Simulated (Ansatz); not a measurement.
Start from `C=C[Si](Cl)(Cl)Cl` and change one atom or group to get `FB[Si](Cl)(Cl)Cl`.

Ansatz, PBE0-D4/def2-TZVP geometries, multiplicity 1. Each molecule was computed in one conformer, which needn't be the lowest.

```
                                          property  `C=C[Si](Cl)(Cl)Cl`
             HOMO energy (ωB97M-V/def2-TZVPP) / eV               -10.86
               HOMO–LUMO gap (PBE/def2-TZVPP) / eV                 5.27
               LUMO energy (B3LYP/def2-TZVPP) / eV                -1.39
                 HOMO energy (PBE/def2-TZVPP) / eV                -7.44
                 LUMO energy (PBE/def2-TZVPP) / eV                -2.17
size of the dipole moment (ωB97M-V/def2-TZVPP) / D                 2.10
```

(1) Give the same properties after the change, and the shifts. (Best estimate.)

## Answers

(1) Ansatz gave: 
| property | `FB[Si](Cl)(Cl)Cl` | shift |
| --- | --- | --- |
| HOMO energy (ωB97M-V/def2-TZVPP) / eV | -10.69 | 0.17 |
| HOMO–LUMO gap (PBE/def2-TZVPP) / eV | 3.90 | -1.37 |
| LUMO energy (B3LYP/def2-TZVPP) / eV | -2.58 | -1.19 |
| HOMO energy (PBE/def2-TZVPP) / eV | -7.24 | 0.20 |
| LUMO energy (PBE/def2-TZVPP) / eV | -3.34 | -1.17 |
| size of the dipole moment (ωB97M-V/def2-TZVPP) / D | 1.04 | -1.06 |

The zero-point energy changes by -71.8 kJ/mol with -6 modes. Dipoles are sizes alone; their direction can turn.

B3LYP here is the variant with VWN-RPA as its local correlation; programs differ in this.
